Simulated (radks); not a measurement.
Kinetic energies: the exact non-interacting value of the Kohn-Sham orbitals and orbital-free approximations, as 100 (|E| - |E exact|)/|E exact|, negative where the magnitude is too small. Species: O+ [He] 2s2 2p3; Cu+ [Ar] 3d10. Calculated with a radial shooting solver on a logarithmic mesh with Libxc functionals: non-relativistic Kohn-Sham, r2SCAN, spin-polarised, spherical densities, point nucleus; meta-GGA in the generalised Kohn-Sham scheme. Every spin shell is full or empty, so the densities are truly spherical. Functionals are evaluated on that one density, not self-consistently.

functional,O+,Cu+
exact (hartree),74.3980,1639.05
Thomas-Fermi,-8.84,-6.43
von Weizsacker,-21.28,-50.03
TF + vW/5,+6.91,+3.56
APBEK,+0.30,-0.03
revAPBEK,+0.91,+0.22
Perdew 92,-0.07,-0.87
Thakkar,+0.27,-0.55
DePristo-Kress,-0.52,-0.20
Ernzerhof,+1.32,-0.48
